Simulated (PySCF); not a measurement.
Input file for PySCF: R-HF/STO-3G on NiO, 2S+1 = 1, a spin state set in the input, which need not be the lowest, a point of a bond scan (R = 1.618 Å).

```python
from pyscf import gto, scf, dft, mp
from pyscf.data.elements import chemcore

mol = gto.M(
    atom='''
    Ni    0.00000000    0.00000000    0.00000000
    O     0.00000000    0.00000000    1.61821000
    ''',
    basis='sto-3g',
    charge=0, spin=0, verbose=3, max_memory=1800)
mf = scf.RHF(mol)
mf.conv_tol = 1e-8
mf.max_cycle = 100
mf.kernel()
if not mf.converged:
    mf = mf.newton().run(mf.mo_coeff, mf.mo_occ)
```

The log:

```
converged SCF energy = -1563.76432754371
```

The calculation finished and met its thresholds.

Cost: very roughly 0.06 core-seconds.
